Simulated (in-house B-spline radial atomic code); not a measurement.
Results of a calculation; reference values are marked as such.
## Correlation energy from the adiabatic connection: −Z/r, Z = 1.07, wall at 6.91 bohr

Two electrons in a singlet, external potential −Z/r, Z = 1.07, wall at 6.91 bohr (atomic units). Full CI in B-splines (partial waves to l = 8, correlation up to 0.6 % small) with the density held fixed gives W(λ) = <V_ee>_λ − U, and E_c is the integral of W(λ) − W(0) from 0 to 1.

```csv
λ,W(λ) − W(0) (hartree)
0,0.00000
0.02,-0.00199
0.05,-0.00491
0.12,-0.01140
0.25,-0.02237
0.4,-0.03352
0.6,-0.04631
0.8,-0.05718
1,-0.06651
```

Task: Integrate the table by the trapezoid rule.

Result: The strips give -0.00002, -0.00010, -0.00057, -0.00220, -0.00419, -0.00798, -0.01035, -0.01237, which sum to -0.03778 hartree. The direct value, W(1) − W(0) + T_c with T_c = 0.02860, is -0.03791; the curve is convex, so chords lie above it and the trapezoids fall short in size by 0.33 %.

Task: Now use only three numbers: W(0) = -0.47061, the initial slope W'(0) = -0.1007 (extrapolated from the first points) and the strong-coupling limit of the point-charge-plus-continuum model, W∞ = -0.64443. What do second-order theory and the interpolation W(λ) = W∞ + (W(0) − W∞)/√(1 + 2χλ) of Seidl, Perdew and Levy give?

Result: Second order keeps the slope alone: E_c = W'(0)/2 = -0.05035, +33 % in size against -0.03791. Matching the slope fixes χ = W'(0)/(W∞ − W(0)) = -0.1007/(-0.17382) = 0.57933. Integrating, with s = √(1 + 2χ) = 1.469241, E_c = −(W(0) − W∞)(s − 1)/(s + 1) = −0.17382 × 0.469241/2.469241 = -0.03303 hartree, -12.9 % in size against the full result. At λ = 1 the formula gives W − W(0) = -0.05551 against -0.06651. Part of the miss can come from the model's W∞.
